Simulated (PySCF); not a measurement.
CH₅AlO₂, SMILES [OH][Al]([OH])[CH3].

Coordinates come from a ωB97X-D3(BJ)/def2-SVP optimisation. The isomer is the one that the SMILES or the coordinates give; other isomers of the formula were not compared. Other conformers were not sampled.

Method: PBE/def2-TZVP (PySCF).

Computed frontier levels, gap, dipole moment and polarisability:
The highest occupied level comes out as -7.09 eV, the lowest empty level is -0.91 eV and the orbital gap is 6.18 eV. The dipole moment comes out as 1.59 D, the quadrupole, principal values (traceless, Buckingham form, about the centre of nuclear charge) comes out as -8.58, 0.61, 7.97 D·Å and the mean static polarisability comes out as 45.0 bohr³ (6.66 Å³). The polarisability, principal values is 38.2, 45.1, 51.6 bohr³.
